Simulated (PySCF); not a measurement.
## Which determinant of GaCl lies lowest?

Unrestricted PBE0; basis Ga def2-TZVPPD, Cl def2-TZVPPD; no relativity; PySCF 2.14. Outer shells of the fragments: Ga 3d10 4s2 4p1; Cl 3s2 3p5.

Followed along the bond (rough minima from three points):

```csv
2Ms+1,unpaired,⟨S²⟩ at the start,R at minimum (Å),Te (eV)
1,none,0.00,2.22,0.00
3,"σ ↑, π ↑",2.00,2.17,3.43
```

Solutions found at the starting distance of 2.175 Å, counted from the lowest of them; the search is not exhaustive and high or unbound solutions are not listed, so other states can lie among these:

```tsv
2Ms+1	unpaired	term	E (eV)	⟨S²⟩	⟨Lz²⟩	μ (D)
1	none	¹Σ⁺	0.00	0.00	0.00	-2.11
3	σ ↑, π ↑	³Π	3.42	2.00	1.00	-1.60
1	σ ↓, π ↑	mixed	4.01	1.01	1.01	-1.15
3	σ ↑↑	³Σ⁺	5.84	2.00	0.00	0.09
3	π ↑↑	mixed	6.03	2.01	2.02	3.19
3	π ↑↑	mixed	6.22	2.01	2.02	3.32
3	σ ↑, π ↑	³Π	8.03	2.01	1.01	-0.12
```

A term symbol is given only where ⟨S²⟩ and ⟨Lz²⟩ are close to those of a pure state; real π, δ and φ orbitals otherwise mix terms. A positive dipole means Ga(−)Cl(+).

Counting both spins, an empty level lies below a filled one in some of these solutions, because spin and occupation are held.
